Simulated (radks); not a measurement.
Valence configurations of Ba I (all share [Xe]). Method: scalar-relativistic Kohn-Sham, BLYP, spin-polarised, spherical densities, point nucleus; open shells are filled with parallel spins first (spin-orbit coupling, left out, can overturn this in heavy ions); computed with a radial shooting solver on a logarithmic mesh with Libxc functionals. Energies are relative to 6s2; eigenvalues in eV for spin up.

| valence | E (eV) | moment (Bohr magnetons) | e(5d) | e(6p) | e(6s) |
|---|---|---|---|---|---|
| 6s2 | 0.000 | 0 | - | - | -3.071 |
| 5d1 6s1 | 1.090 | 2 | -1.396 | - | -2.913 |
| 5d2 | 2.657 | 2 | -1.030 | - | - |
| 5d0.5 6s1.5 | 0.584 | 1 | -1.600 | - | -2.982 |
| 6s1 6p1 | 1.790 | 2 | - | -1.726 | -3.909 |

NIST lists [Xe] 6s2 as the ground configuration; this level of theory agrees among the configurations tried. The energies are those of spherical high-spin densities, not of single terms. No valid solution was reached for [Xe] 4f1 6s1; [Xe] 4f1 5d1; [Xe] 4f0.5 6s1.5.
